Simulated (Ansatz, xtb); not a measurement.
Redistribution: SiH3Cl + CH8OSi2 → SiH3(OH) + CH7ClSi2

Species: SiH3Cl (chlorosilane) `[SiH3]Cl`, singlet; CH8OSi2 `C[SiH2][SiH2]O`, singlet; SiH3(OH) (silanol), singlet; CH7ClSi2 `C[SiH2][SiH2]Cl`, singlet. The partners trade Cl for OH; both sit on Si, so the bond types are kept.

Shapes, held fixed at every level: PBE0-D4/def2-TZVP. Flexible molecules stand in one conformer, not always the lowest. Programs: Ansatz 0.2.0, xtb 6.7.1. Electronic energies: no zero-point or thermal term.

Q: Estimate ΔE of this reaction.

A: The highest level, CCSD(T)/CBS estimate, gives ΔE = -7.9 kJ/mol; the levels span -8.5 to -3.9. The column of differences is taken from that level and isn't an error. No measured value is set beside it here. The CBS estimate extrapolates MP2 from def2-TZVPP and def2-QZVPP and adds CCSD(T) − MP2 in the triple-zeta set, cores frozen. Times are processor times on shared x86 and Arm servers, and rough.

```
               level                   kind  ΔE (kJ/mol)  less CCSD(T)/CBS estimate  CPU time (sum over the molecules)
            GFN1-xTB         semi-empirical         -3.9                       +4.0                              0.1 s
   PBE-D4/def2-TZVPP                    GGA         -6.1                       +1.8                               22 s
 B3LYP-D4/def2-TZVPP          global hybrid         -7.4                       +0.5                               38 s
   B2PLYP/def2-TZVPP          double hybrid         -7.0                       +0.9                               43 s
      MP2/def2-TZVPP    perturbation theory         -8.5                       -0.6                                  –
  CCSD(T)/def2-TZVPP  coupled cluster or CI         -7.3                       +0.6                             13 min
     CCSD/def2-TZVPP  coupled cluster or CI         -7.3                       +0.6                                  –
CCSD(T)/CBS estimate  coupled cluster or CI         -7.9                        0.0                             16 min
```
